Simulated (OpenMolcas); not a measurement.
**F4+: from RASSCF to RASPT2**

- Program: OpenMolcas
- Basis: ANO-RCC-VTZP [4s3p2d1f]
- Scalar Hamiltonian: DKH2, point nucleus
- Active space: 3 electrons in 9 orbitals (RAS2 2s 2p; RAS3 3d, at most 2 electrons)
- State averaging: 2S+1 = 4 odd, 1 root; 2S+1 = 2 odd, 11 roots (8 in the spin-orbit step); 2S+1 = 4 even, 3 roots; 2S+1 = 2 even, 9 roots
- Spin-orbit coupling: state interaction with AMFI integrals over the reference wave functions, term energies averaged over their components

Methods on the same reference wave functions:
A. RASSCF
B. SS-RASPT2, IPEA 0.25 Eh, imaginary shift 0.1 Eh (closed shells correlated: 1s)
C. XMS-RASPT2, IPEA 0.25 Eh, imaginary shift 0.1 Eh (closed shells correlated: 1s)

Energies in eV above 2s2 2p 2P* 1/2, the measured ground level; measured values from Moore, Atomic Energy Levels, vol. I, NSRDS-NBS 35 (1971 reprint of NBS Circular 467, 1949).

| Level | A | B | C | Measured |
| --- | --- | --- | --- | --- |
| 2s2 2p 2P* 1/2 | 0.0000 | 0.0000 | 0.0000 | 0.0000 |
| 2s2 2p 2P* 3/2 | 0.0868 | 0.0868 | 0.0868 | 0.0925 |
| 2s 2p2 4P 1/2 | 10.4040 | 10.565 | 10.594 |  |
| 2s 2p2 4P 3/2 | 10.4354 | 10.596 | 10.625 |  |
| 2s 2p2 4P 5/2 | 10.4871 | 10.648 | 10.677 |  |
| 2s 2p2 2D 3/2 | 19.2383 | 19.107 | 19.126 | 18.9569 |
| 2s 2p2 2D 5/2 | 19.2388 | 19.108 | 19.126 | 18.9542 |
| 2s 2p2 2S 1/2 | 25.2151 | 24.805 | 24.840 | 24.4949 |
| 2s 2p2 2P 1/2 | 27.0714 | 26.869 | 26.894 | 26.6418 |
| 2s 2p2 2P 3/2 | 27.1310 | 26.929 | 26.953 | 26.6997 |
| 2p3 4S* 3/2 | 34.2964 | 34.319 | 34.354 |  |

Deviations, from unrounded energies. A percentage is the sum of absolute deviations over the sum of measured energies, with the sign that they share, or ± where signs differ.

```json
{"Against measurement": "mean absolute deviation (cm-1)", "Levels": "6", "A": "2900", "B": "1400", "C": "1600"}
{"Against measurement": "fine structure of the ground term (%)", "Levels": "1", "A": "-6.1", "B": "-6.1", "C": "-6.1"}
{"Against measurement": "other configurations (%)", "Levels": "5", "A": "+1.9", "B": "+0.9", "C": "+1.0"}
```

B lies closest to measurement on these levels and A furthest from it. The largest miss of B in the table is 2s 2p2 2S 1/2, by +2500 cm-1. The ranking rests on the paired levels alone, and a cruder setting can come out closer through cancelling errors.

Between B and C the level of the table that moves most is 2s 2p2 2S 1/2, by 280 cm-1 (lowest in B, highest in C).

The lowest spin-free term lies below A's lowest term by 0.015 hartree in B, 0.016 hartree in C.

Active for correlation alone: 3d; no level in the range computed is led by a configuration that fills it, so any true level of that kind is missing. Measured partners are found by configuration, term and J. A level has none where our copy of the source lacks it or the pairing is in doubt (some pairs that miss far off the trend of their configuration count as doubtful), and it then counts in no deviation. Levels of configurations outside the active space are missing. Levels that lie high or do not pair safely by name in every column are left out.

* marks odd parity.
